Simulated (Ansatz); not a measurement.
Geometry optimisation, RKS PBE-D4/def2-mTZVP in Ansatz 0.2.0.

Input:

```yaml
crystal:
  periodic: [false, false, false]
  atoms:
    - { symbol: Ge, position_ang: [0.0, 0.0, 0.0] }
    - { symbol: F, position_ang: [0.0, 0.0, 2.03] }
    - { symbol: H, position_ang: [1.4616, 0.0, -0.5162] }
    - { symbol: H, position_ang: [-0.73, 1.2648, -0.5162] }
    - { symbol: H, position_ang: [-0.73, -1.2648, -0.5162] }
    - { symbol: H, position_ang: [-1.7556, 0.0, 0.5833] }
    - { symbol: H, position_ang: [-1.3158, 0.0, 1.5287] }
basis:
  gaussian: { orbitals: def2-mTZVP }
hamiltonian:
  xc: pbe
  dispersion: d4
relax:
  f_tol: 0.15
  max_steps: 25
  restrain:
    - { distance: [0, 5], at: 1.55, k: 30.0 }
    - { distance: [6, 1], at: 0.92, k: 30.0 }
    - { distance: [0, 1], at: 2.88, k: 30.0 }
    - { distance: [6, 5], at: 1.86, k: 30.0 }
```

Command:

```bash
$ ansatz run input.yaml --threads 1 --pin off --max-ram 2048MiB --backend cpu --events-out ev --progress --plain --runs-dir out
```

Q: Where does it end, and by what steps?

A: It converged. The restraints hold the end off the free minimum. After 7 steps the energy has fallen by 1.779 eV (the restraints' own energy left out); H7 moved furthest, 0.92 Å. Parted: Ge1–F2 (2.03 → 2.90 Å). Joined: F2–H7 (1.41 → 0.93 Å).

| step | energy less start (eV) | largest force component (eV/Å) | accepted |
| --- | --- | --- | --- |
| 0 | 0.0000 | 3.284 | yes |
| 1 | 0.9399 | 2.876 | yes |
| 2 | 0.8794 | 2.397 | yes |
| 3 | 0.2720 | 2.882 | yes |
| 4 | -0.7249 | 1.527 | yes |
| 5 | -1.3714 | 0.872 | yes |
| 6 | -1.6941 | 0.605 | yes |
| 7 | -1.7791 | 0.629 | yes |

```xyz
7
Properties=species:S:1:pos:R:3
Ge -0.421 0.000 -0.412
F 0.046 0.001 2.448
H 1.008 -0.001 0.156
H -0.618 1.275 -1.271
H -0.618 -1.274 -1.273
H -1.587 -0.001 0.612
H -0.880 0.000 2.334
```

Time of the run: 14 s on 1 thread of Arm Neoverse V1 (shared host), peak memory 0.11 GiB.
